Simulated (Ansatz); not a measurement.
The same path of CH₇ClSSi₂ (12 atoms, charge 0, multiplicity 1) was run twice with different band settings. The coordinate that changes most is the dihedral H6–S1–Si2–Si3.

Method: RKS r2SCAN-D4/def2-SVP (Ansatz 0.2.0).

Relaxed end points:

```xyz
12
Properties=species:S:1:pos:R:3
S -1.907 1.909 1.905
Si -0.830 0.090 1.445
Si 0.066 0.280 -0.720
C 1.105 -1.235 -1.201
Cl 1.784 -1.017 -2.862
H -0.851 2.724 1.679
H 0.234 -0.207 2.456
H -1.861 -0.986 1.523
H 0.935 1.495 -0.766
H -1.050 0.440 -1.698
H 0.502 -2.157 -1.211
H 1.952 -1.391 -0.516
```

```xyz
12
Properties=species:S:1:pos:R:3
S -1.725 1.989 1.996
Si -0.739 0.131 1.493
Si 0.324 0.389 -0.589
C 1.160 -1.213 -1.175
Cl 1.934 -0.950 -2.787
H -2.466 2.031 0.865
H 0.246 -0.080 2.595
H -1.686 -1.028 1.483
H 1.350 1.468 -0.485
H -0.707 0.788 -1.595
H 0.438 -2.037 -1.286
H 1.948 -1.542 -0.481
```

Common settings: movable images 5; spring 5.0 eV/Å²; start path IDPP; force threshold 0.03 eV/Å; end points relaxed.

| run | climbing image | optimiser | iteration limit |
| --- | --- | --- | --- |
| 1 | yes | quadratic models (default) | 57 |
| 2 | from the first iteration | lbfgs | 60 |

(1) What does each run give, and how far can it be trusted?

Results:

(1) Run 1: converged after 7 iterations, highest image 0.046 eV above the first end. A vibrational analysis at the climbing image gives one clearly imaginary mode, 186i cm⁻¹: a first-order saddle point.
Run 2: converged after 38 iterations, highest image 0.051 eV above the first end. The order of the stationary point at the top wasn't checked.
